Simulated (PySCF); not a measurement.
S (sulfur, neutral): UHF calculation

Configuration: [Ne] 3s1 3p5, high-spin 3P determinant (an excited configuration). Calculation: PySCF 2.14, in dyall-acv3z (19s12p6d4f, 113 functions); the non-relativistic Hamiltonian (point nucleus).

```json
{"Total energy": "-397.091577 hartree", "One-electron energy": "-548.1070 hartree", "Hartree (Coulomb) energy": "175.9332 hartree", "Exchange energy": "-24.9178 hartree", "Kinetic energy": "397.09098 hartree", "⟨S²⟩": "2.0421", "⟨L²⟩": "2.018", "Sum of ⟨r⟩": "15.82 bohr", "Sum of ⟨r²⟩": "31.05 bohr²", "Traceless quadrupole moment −½Σ⟨3z² − r²⟩ along its main axis": "2.19 e·bohr²", "Density at the nucleus (Gaussians lack the cusp)": "2650 bohr⁻³", "Spin density at the nucleus": "9.26 bohr⁻³", "Langevin diamagnetic susceptibility": "-24.6 ×10⁻⁶ cm³/mol"}
```

| shell | electrons | mean orbital energy (eV) | spread (eV) | rms radius, mean of both spins (bohr) |
| --- | --- | --- | --- | --- |
| 1s α | 1 | -2506.0 | 0 | 0.113 |
| 1s β | 1 | -2505.1 | 0 | 0.113 |
| 2s α | 1 | -247.43 | 0 | 0.519 |
| 2s β | 1 | -245.97 | 0 | 0.519 |
| 2p α | 3 | -184.47 | 0.460 | 0.491 |
| 2p β | 3 | -183.31 | 0.448 | 0.491 |
| 3s α | 1 | -28.559 | 0 | 1.80 |
| 3p α | 3 | -13.861 | 1.655 | 2.27 |
| 3p β | 2 | -9.066 | 0 | 2.27 |

Spin-orbit constants ζ (cm⁻¹) from the X2C one-electron operator on these orbitals (non-relativistic here): bare nucleus, nucleus screened by l(l+1)(2l+1)/3 electrons, and screened by the Breit-Pauli mean field of the electrons.

```tsv
shell	bare	screened nucleus	mean field
2p	7388	6464	6043
3p	500.7	438.1	404.1
```

To first order the Landé constant is A = -202.1 cm⁻¹, so the lowest level has J = 2 and lies 0.0251 eV below the centre of the term. This holds in LS coupling only.
